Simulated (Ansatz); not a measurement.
Molecular dynamics of F3H3OSi2

input.yaml

```yaml
crystal:
  periodic: [false, false, false]
  atoms:
    - { symbol: Si, position_ang: [-0.012617, -0.023357, 0.03656] }
    - { symbol: O, position_ang: [0.152024, -0.373533, 1.694941] }
    - { symbol: Si, position_ang: [-1.29997, -0.443619, 2.612979] }
    - { symbol: H, position_ang: [-2.261057, -1.408817, 2.077616] }
    - { symbol: H, position_ang: [-0.90415, -0.856825, 3.951508] }
    - { symbol: H, position_ang: [-1.972446, 0.853722, 2.693192] }
    - { symbol: F, position_ang: [1.514301, 0.101764, -0.550019] }
    - { symbol: F, position_ang: [-0.816841, 1.387872, -0.235168] }
    - { symbol: F, position_ang: [-0.800645, -1.217906, -0.777109] }
basis:
  gaussian: { orbitals: STO-3G }
hamiltonian:
  xc: pbe
  dispersion: d4
md:
  timestep: 0.5
  n_steps: 250
  ensemble: nvt_langevin
  temperature: 500.0
  initial_velocities: maxwell_boltzmann
  seed: 957052
  friction: 0.05
  temperature_schedule:
    - { n_steps: 62, end_temperature: 500.0 }
    - { n_steps: 188, end_temperature: 10.0 }
```

Launched with:

```bash
$ ansatz run input.yaml --threads 1 --pin off --max-ram 2048MiB --backend cpu --events-out ev --progress --plain --runs-dir out
```

It starts from a relaxed structure.

Output, in part (step lines, the closing report, with atoms numbered from 0):

```
md step     0: t =     0.00 fs  T =   444.4 K (target 500.0 K)  F+E_penalty+E_count = -25656.11245565 eV  E_kin = 0.517040 eV  (23 SCF iters)
md step   193: t =    96.50 fs  T =   257.1 K (target 159.9 K)  F+E_penalty+E_count = -25655.97905249 eV  E_kin = 0.299147 eV  (24 SCF iters)
md step   194: t =    97.00 fs  T =   220.1 K (target 157.3 K)  F+E_penalty+E_count = -25655.97166479 eV  E_kin = 0.256012 eV  (24 SCF iters)
md step   195: t =    97.50 fs  T =   223.5 K (target 154.7 K)  F+E_penalty+E_count = -25655.96487015 eV  E_kin = 0.259983 eV  (24 SCF iters)
md step   196: t =    98.00 fs  T =   231.9 K (target 152.0 K)  F+E_penalty+E_count = -25655.95909278 eV  E_kin = 0.269781 eV  (24 SCF iters)
md step   197: t =    98.50 fs  T =   234.1 K (target 149.4 K)  F+E_penalty+E_count = -25655.95569930 eV  E_kin = 0.272389 eV  (23 SCF iters)
md step   198: t =    99.00 fs  T =   223.1 K (target 146.8 K)  F+E_penalty+E_count = -25655.95472738 eV  E_kin = 0.259577 eV  (23 SCF iters)
md step   199: t =    99.50 fs  T =   227.5 K (target 144.2 K)  F+E_penalty+E_count = -25655.95578039 eV  E_kin = 0.264609 eV  (25 SCF iters)
[... lines left out ...]
md step   247: t =   123.50 fs  T =    67.9 K (target 19.1 K)  F+E_penalty+E_count = -25655.99633876 eV  E_kin = 0.078951 eV  (25 SCF iters)
md step   248: t =   124.00 fs  T =    65.5 K (target 16.5 K)  F+E_penalty+E_count = -25656.00040852 eV  E_kin = 0.076235 eV  (20 SCF iters)
md step   249: t =   124.50 fs  T =    67.6 K (target 13.9 K)  F+E_penalty+E_count = -25656.00615498 eV  E_kin = 0.078608 eV  (21 SCF iters)
md step   250: t =   125.00 fs  T =    70.0 K (target 11.3 K)  F+E_penalty+E_count = -25656.01283081 eV  E_kin = 0.081421 eV  (25 SCF iters)
Total energy: -25656.01284890 eV, -942.8410819268 hartree
Atom 0 at     0.058688    -0.059206     0.171714 Å, force     0.189629    -0.075199    -0.432733 eV/Å
Atom 1 at     0.170022    -0.344084     1.830968 Å, force    -0.367971     0.150100     0.565843 eV/Å
Atom 2 at    -1.317985    -0.415930     2.723681 Å, force     0.731490     0.244444     0.081008 eV/Å
Atom 3 at    -1.547437    -1.803139     3.081036 Å, force     0.006284    -0.183243     0.295260 eV/Å
Atom 4 at    -1.182411     0.451702     3.912029 Å, force    -0.019579    -0.380501    -0.278493 eV/Å
Atom 5 at    -2.486994     0.001839     1.989028 Å, force    -0.347100     0.251066    -0.296262 eV/Å
Atom 6 at     1.611704     0.057098    -0.373400 Å, force    -0.215224     0.340805     0.134766 eV/Å
Atom 7 at    -0.894995     1.252213    -0.189909 Å, force     0.342868    -0.303324     0.033644 eV/Å
Atom 8 at    -0.515043    -1.386115    -0.607403 Å, force    -0.320397    -0.044148    -0.103035 eV/Å
Dipole moment:    -0.148883     0.061301     0.078711 e Å
```

The steps, from the saved trajectory:

| time (fs) | T (K) | potential energy less start (eV) |
| --- | --- | --- |
| 0 | 444 | 0.000 |
| 4 | 351 | 0.092 |
| 8 | 398 | 0.178 |
| 12 | 338 | 0.149 |
| 16 | 355 | 0.126 |
| 20 | 285 | 0.161 |
| 24 | 263 | 0.205 |
| 28 | 376 | 0.206 |
| 32 | 379 | 0.232 |
| 36 | 476 | 0.362 |
| 40 | 405 | 0.485 |
| 44 | 407 | 0.436 |
| 48 | 459 | 0.391 |
| 52 | 326 | 0.346 |
| 56 | 361 | 0.335 |
| 60 | 267 | 0.357 |
| 64 | 439 | 0.245 |
| 68 | 254 | 0.274 |
| 72 | 237 | 0.259 |
| 76 | 271 | 0.167 |
| 80 | 303 | 0.206 |
| 84 | 271 | 0.275 |
| 88 | 284 | 0.215 |
| 92 | 228 | 0.241 |
| 96 | 304 | 0.128 |
| 100 | 217 | 0.153 |
| 104 | 181 | 0.167 |
| 108 | 200 | 0.141 |
| 112 | 114 | 0.154 |
| 116 | 95 | 0.146 |
| 120 | 85 | 0.115 |
| 124 | 66 | 0.112 |

The run went to its last step. The schedule's set-point averaged 173 K over the second half and the system 224 K, so it lags behind the ramp. A run of 0.12 ps of so small a system gives no equilibrium averages. Limits of this set-up: minimal basis.

The same pairs are bonded in the first frame and the last. Pairs count as bonded within 1.25 times the sum of covalent radii (0.12 Å more for H–H).

Last frame:

```xyz
9
Properties=species:S:1:pos:R:3
Si 0.059 -0.059 0.172
O 0.170 -0.344 1.831
Si -1.318 -0.416 2.724
H -1.547 -1.803 3.081
H -1.182 0.452 3.912
H -2.487 0.002 1.989
F 1.612 0.057 -0.373
F -0.895 1.252 -0.190
F -0.515 -1.386 -0.607
```

Run time: 7.8 min on 1 thread of Arm Neoverse V2, with other jobs on the host, peak memory 0.092 GiB.
